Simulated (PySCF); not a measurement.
**Ionisation energy of Ga⁺ by level of theory**

Ga⁺ [Ar] 3d10 4s2 (1S) → Ga²⁺ [Ar] 3d10 4s1 (2S), as a difference of total energies. Computed with PySCF 2.14 in aug-cc-pVDZ-DK, with scalar relativity by spin-free X2C-1e. Correlated levels: valence: [Ar] 3d10 frozen. The calculations carry no spin-orbit coupling.

**Question.** Order these methods by the ionisation energy they give, lowest first.
A. SCS-MP2 (valence)
B. MP2 (valence)
C. CCSD (valence)
D. UHF

**Answer.** D (18.802 eV), B (19.445 eV), A (19.573 eV), C (19.775 eV).

Errors of the correlated levels include the incompleteness of this basis and the frozen core.

With two correlated electrons CCSD is exact in that space.

For comparison: 20.515 eV (measured; NIST Atomic Spectra Database, ionization energies).
